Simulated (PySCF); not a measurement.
Calculated NMR parameters of Cc1cocc(F)c1=O

```
Formula                 : C6H5FO2
SMILES                  : Cc1cocc(F)c1=O
Degrees of unsaturation : 4
Carbon signals          : 6
Proton signals          : 3
```

Atoms are numbered as in `[CH3:1][c:2]1[cH:3][o:4][cH:5][c:6]([F:7])[c:8]1=[O:9]`. Each H is labelled by its parent atom.

How the numbers were obtained: geometry: GFN2-xTB, shieldings: GIAO PBE0/pcSseg-1, in PySCF 2.14 (non-relativistic Hamiltonian, no solvent, one computed conformer, fast rotation and ring inversion assumed for equivalent nuclei).

Chemical shifts δ = σref − σ; 1H (31.72 ppm) and 13C (186.93 ppm) against TMS; 19F (170.95 ppm) against CFCl3; H2O for 17O (336.08 ppm), all at this level.

```tsv
carbon	δC, type	δH (multiplicity)	HMBC from (2–3 bonds)	span of the C tensor (ppm)
C1	14.8, CH3	2.07 (s)	H(C3)	21
C2	138.3, C	–	H(C3), H(C1)	189
C3	155.0, CH	7.70 (s)	H(C5), H(C1)	163
C5	149.0, CH	8.13 (m)	H(C3)	159
C6	164.3, C	–	H(C5)	141
C8	172.8, C	–	H(C5), H(C3), H(C1)	185
```

Other nuclei:
```csv
atoms,nucleus,environment,δ (ppm),σ (ppm)
F7,19F,fluorine on an unsaturated ring,-168.4,339.4
O9,17O,carbonyl oxygen,516.4,-180.3
O4,17O,ring oxygen,214.9,121.2
```

- Carbon types of the structure: 3 × C, 2 × CH, 1 × CH3, which accounts for all hydrogens.
- δC 172.8: ring carbonyl carbon.
- δC 164.3, 138.3: unsaturated ring carbon.
- δC 155.0, 149.0: unsaturated ring CH.
- δC 14.8: methyl carbon on an unsaturated ring; a saturated carbon with 1 carbon neighbour and no heteroatom attached.
- δH 8.13, 7.70: hydrogen on a unsaturated ring CH.

Splittings by 19F in the carbon and heteronuclear signals aren't shown, as no couplings were computed. Shifts are as computed. Against solution values, carbons near 30 ppm lie about +3 ppm off and those near 130 ppm about +5 ppm. Of 1309 compounds with measured shifts, 239 miss one by over three times the rms of a fit or turn the order of signals round; such compounds aren't used in these exercises. Unscaled 19F shifts against computed CFCl3 carry errors that often reach 10 to 50 ppm. Unscaled 17O shifts of doubly bonded oxygen tend to come out too high, by tens of ppm or more. Experimental scales use liquid or dissolved standards, which lie at an offset from isolated H2O (liquid H2O: subtract about 36 ppm). Multiplicities follow the n + 1 count of equivalent neighbours, as no J values were calculated; m marks all less simple cases, F and P coupling included.
